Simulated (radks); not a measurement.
Er III, configuration [Xe] 4f11 7s1 (not the ground configuration).

Calculated with a radial shooting solver on a logarithmic mesh with Libxc functionals: Dirac Kohn-Sham, BLYP, spin-unpolarised, spherical densities, finite nucleus; open shells are shared between the two j in proportion to 2j + 1; Fermi nuclear charge, rms radius 5.2516 fm.

Energy parts (hartree):
total: -13097.9937
kinetic: 14454.6013
electron-nucleus: -32339.7047
Hartree: 5066.3162
exchange-correlation: -279.2066

Orbitals (lengths in bohr, moments of r in powers of bohr; <r^-3> diverges for s and p1/2):
orbital     occ.  eigenvalue (hartree)  <r^-3>      <r^2>
1s1/2          2             -2106.757       -  0.0005680
2s1/2          2             -354.5976       -   0.008776
2p1/2          2             -337.8520       -   0.006329
2p3/2          4             -304.1485   12190   0.007548
3s1/2          2             -80.25774       -    0.05795
3p1/2          2             -72.89821       -    0.05362
3p3/2          4             -65.82103    2658    0.06047
3d3/2          4             -53.21155   452.5    0.04764
3d5/2          6             -51.66484   395.5    0.04953
4s1/2          2             -16.65335       -     0.2912
4p1/2          2             -13.71005       -     0.3040
4p3/2          4             -12.11172   600.7     0.3417
4d3/2          4              -7.26145   87.73     0.3850
4d5/2          6              -6.97022   75.35     0.3998
5s1/2          2              -2.81216       -      1.702
5p1/2          2              -1.99290       -      2.128
5p3/2          4              -1.77740   79.77      2.439
4f5/2    4.71429              -1.12801   11.55     0.7553
4f7/2    6.28571              -1.08547   11.05     0.7836
7s1/2          1              -0.32478       -      41.12

The highest occupied level is 7s1/2 at -8.838 eV. The electron density at the nucleus is 8.731e+05 e/bohr^3. The density falls to 0.001 e/bohr^3 at r = 3.19 bohr.
